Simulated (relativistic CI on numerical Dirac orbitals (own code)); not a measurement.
## Tb2+ (4f9) in a crystal field

Calculated by Dirac-Coulomb-Breit CI, KLI orbitals optimised for each configuration, model QED (radiative potential, 1s self-energy scaled to tabulated hydrogen-like ionisation energies), valence Slater integrals scaled by 0.85, one configuration in a parametric crystal field (own radial code).

Field parameters in Wybourne normalisation; cubic f-shell fields have B⁴₄ = √(5/14) B⁴₀ and B⁶₄ = −√(7/2) B⁶₀. The field is a parameter set, without covalency.

S and J are read from ⟨S²⟩ = S(S + 1) and ⟨J²⟩ = J(J + 1) of each level; they are not fictitious spins.

Oh, B40 = 470, B60 = 330 cm⁻¹, the lowest 16 levels:

```
E (cm⁻¹)  Degeneracy  Irrep     S     J
     0.0           2     Γ7  2.45  7.50
     9.3           2     Γ6  2.45  7.50
    13.7           4     Γ8  2.45  7.50
     150           4     Γ8  2.45  7.50
     160           4     Γ8  2.45  7.50
    2866           2     Γ7  2.47  6.50
    2897           4     Γ8  2.47  6.50
    2943           4     Γ8  2.47  6.50
    2943           2     Γ6  2.47  6.50
    2968           2     Γ7  2.47  6.50
    4822           2     Γ7  2.46  5.50
    4873           4     Γ8  2.46  5.50
    4873           2     Γ6  2.46  5.50
    4926           4     Γ8  2.46  5.50
    6336           4     Γ8  2.45  4.50
    6412           4     Γ8  2.45  4.50
```

Principal g values of the ground doublet: 7.55, 7.55, 7.55.

D4h, B20 = -590, B40 = 40, B44 = -860, B60 = 370, B64 = -480 cm⁻¹, the lowest 10 levels:

```tsv
E (cm⁻¹)	Degeneracy	Irrep	S	J
0.0	2	Γ7	2.45	7.50
2.9	2	Γ6	2.45	7.50
228	2	Γ6	2.45	7.49
250	2	Γ7	2.45	7.49
304	2	Γ7	2.45	7.50
316	2	Γ7	2.45	7.50
317	2	Γ6	2.45	7.50
440	2	Γ6	2.45	7.50
2979	2	Γ6	2.47	6.50
2981	2	Γ7	2.47	6.50
```

Principal g values of the ground doublet: 0.23, 10.01, 10.01.

The next free-ion level lies 2838 cm⁻¹ above the lowest; the field splits the ground level into components whose J stays near 15/2 as long as their spread is small against that gap.

Levels of this model without a field, named by their leading LS term: 6H°_15/2 0, 6H°_13/2 2838, 6H°_11/2 4800, 6H°_9/2 6317, 6H°_7/2 7492, 6F°_11/2 7559, 6H°_5/2 8365, 6F°_9/2 8565 cm⁻¹.
